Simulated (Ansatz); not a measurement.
Mulliken charges of C$_{3}$H$_{3}$BrS (`C=C=C(S)Br`) from r2SCAN/def2-TZVPP in Ansatz (PBE0-D4/def2-TZVP geometry).

```csv
atom,x (Å),y (Å),z (Å),charge (e)
C1,0.455,1.318,0.781,-0.155
C2,0.107,0.369,-0.036,0.131
C3,-0.240,-0.588,-0.839,-0.151
S4,-0.631,-2.249,-0.424,-0.090
Br5,-0.378,-0.274,-2.704,-0.051
H6,1.498,1.498,1.029,0.108
H7,-0.284,1.969,1.240,0.108
H8,-0.435,-2.100,0.898,0.101
```

**Question.** By hand: the dipole of these point charges (1 e Å = 4.8032 D).

**Answer.** Σ q r = (0.143, 0.312, 0.513) e Å, of length 0.617 e Å = 2.96 D.

**Question.** How does the dipole of the full density compare? (An estimate is asked.)

**Answer.** Computed: (0.088, 0.145, 0.420) e Å, 2.18 D; the point charges give 1.36 times that, at 12° from its direction.

Point charges leave out the atoms' own dipoles, such as those of lone pairs, and Mulliken's split depends on the basis, so the two needn't agree.
